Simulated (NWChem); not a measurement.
Molecule: GeHSCl, singlet; SMILES [Ge]([SH])[Cl]

```xyz
4

Ge     0.7507     0.0092     0.0000
Cl    -0.6913     1.6671     0.0000
S     -0.7770    -1.6269     0.0000
H      0.1616    -2.6024     0.0000
```
Atoms are numbered in this order, from 1.

Computed with NWChem. Low-valent species are run as closed-shell singlets; no triplet was tried in these runs. The geometry was optimised at PBE0/def2-SVP. Ions are spin-unrestricted doublets at the neutral geometry; other ion states weren't tried.

**Question.** Order these by “ΔSCF minus −ε(HOMO) (eV)”, lowest first: LRC-wPBEh/def2-SVP; CAM-B3LYP/def2-SVP; B3LYP/def2-SVP; Hartree-Fock/def2-SVP.

**Answer.** Hartree-Fock/def2-SVP (-0.81), LRC-wPBEh/def2-SVP (0.50), CAM-B3LYP/def2-SVP (1.10), B3LYP/def2-SVP (2.40)
